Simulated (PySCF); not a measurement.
Input for PySCF: R-HF/3-21G on H4IP (a complex).

```python
from pyscf import gto, scf, dft, mp
from pyscf.data.elements import chemcore

mol = gto.M(
    atom='''
    P    -0.45874162    0.10216206    0.23450807
    H     0.05374564   -1.06701179   -0.37814105
    H    -1.74795091   -0.02484158   -0.33713216
    H     0.02511990    0.97796109   -0.76738349
    I     0.08468098    0.88053868    4.33769672
    H    -0.12517604    0.58017426    2.74866410
    ''',
    basis='3-21g',
    charge=0, spin=0, verbose=3, max_memory=1800)
mf = scf.RHF(mol)
mf.conv_tol = 1e-8
mf.max_cycle = 100
mf.kernel()
if not mf.converged:
    mf = mf.newton().run(mf.mo_coeff, mf.mo_occ)
```

Question: What total energy does the run end on?

Answer: -7228.5772 hartree.
